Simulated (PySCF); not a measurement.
The first ionisation energy along the 5p block

Calculated with PySCF 2.14 from differences of total energies of unrestricted determinants, without spin-orbit coupling. Values in eV. The last column holds reference values (NIST; (s) semi-empirical, (t) theoretical, else measured). Unmarked ones compare directly (S terms, centres of terms, or small fine structure); those marked * lie between the lowest fine-structure levels and include a spin-orbit shift.

```csv
element,configurations,LDA,PBE0,r2SCAN,MP2 (valence),SCS-MP2 (valence),CCSD (valence),reference
"In (dyall-av2z, non-relativistic)",[Kr] 4d10 5s2 5p1 → [Kr] 4d10 5s2,5.770,5.680,5.780,5.411,5.390,5.475,5.603
"Sn (dyall-av2z, non-relativistic)",[Kr] 4d10 5s2 5p2 → [Kr] 4d10 5s2 5p1,7.475,7.372,7.475,7.147,7.087,7.172,7.389
"Sb (dyall-av2z, non-relativistic)",[Kr] 4d10 5s2 5p3 → [Kr] 4d10 5s2 5p2,9.188,9.103,9.228,8.960,8.848,8.914,9.124
"Te (dyall-av2z, non-relativistic)",[Kr] 4d10 5s2 5p4 → [Kr] 4d10 5s2 5p3,9.051,8.780,8.806,8.180,8.199,8.220,8.749
"I (dyall-av2z, non-relativistic)",[Kr] 4d10 5s2 5p5 → [Kr] 4d10 5s2 5p4,10.880,10.628,10.653,10.194,10.177,10.169,10.519
"Xe (dyall-av2z, non-relativistic)",[Xe] → [Kr] 4d10 5s2 5p5,12.742,12.535,12.585,12.290,12.222,12.190,12.565
```

Q: Which of these methods has the smallest mean absolute error against the measured values here?

A: PBE0, with 0.048 eV.

```json
{"method": "LDA", "elements": "6", "mean error (eV)": "0.193", "mean absolute error (eV)": "0.193", "largest error (eV)": "0.361"}
{"method": "PBE0", "elements": "6", "mean error (eV)": "0.025", "mean absolute error (eV)": "0.048", "largest error (eV)": "0.109"}
{"method": "r2SCAN", "elements": "6", "mean error (eV)": "0.096", "mean absolute error (eV)": "0.096", "largest error (eV)": "0.177"}
{"method": "MP2 (valence)", "elements": "6", "mean error (eV)": "-0.295", "mean absolute error (eV)": "0.295", "largest error (eV)": "-0.569"}
{"method": "SCS-MP2 (valence)", "elements": "6", "mean error (eV)": "-0.338", "mean absolute error (eV)": "0.338", "largest error (eV)": "-0.549"}
{"method": "CCSD (valence)", "elements": "6", "mean error (eV)": "-0.302", "mean absolute error (eV)": "0.302", "largest error (eV)": "-0.529"}
```

Errors include the incompleteness of the basis and the frozen core.

"Valence" correlates the outer s and p shells and, in groups 3 to 12 and the f block, the outer d or f shell, open or full, or the next shell where the ion has no valence electron left; the wider scheme adds the next inner shell.
